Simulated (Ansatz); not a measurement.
Basis-set extrapolation for B₂F₂H₆Si₂ (`B[SiH2]B[SiH](F)F`) (PBE0-D4/def2-TZVP geometry, frozen core, the Gaussian-basis code of Ansatz). Multiplicity 1, RHF reference.

```json
{"": "HF", "def2-TZVPP": "-829.801505", "def2-QZVPP": "-829.831689"}
{"": "MP2 correlation", "def2-TZVPP": "-0.928289", "def2-QZVPP": "-1.008272"}
{"": "CCSD(T) correlation", "def2-TZVPP": "-1.021168", "def2-QZVPP": "not run"}
```

Energies in hartree. Use E(X) = E(∞) + A·exp(−7.88·√X) for Hartree–Fock and E(X) = E(∞) + B·X^(−2.97) for correlation, with X = 3 and 4, and add CCSD(T) minus MP2 of the smaller set to the MP2 limit.

Problem. What is the CCSD(T) energy at the basis-set limit?

Solution. HF limit: -829.831689 + (-0.030184) × 0.13774 = -829.83585. MP2 limit: -1.008272 + (-0.079983) × 0.74074 = -1.06752. Higher-order term: -1.021168 − (-0.928289) = -0.09288. Total: -830.99625 hartree, 4.72 eV below CCSD(T)/def2-TZVPP.
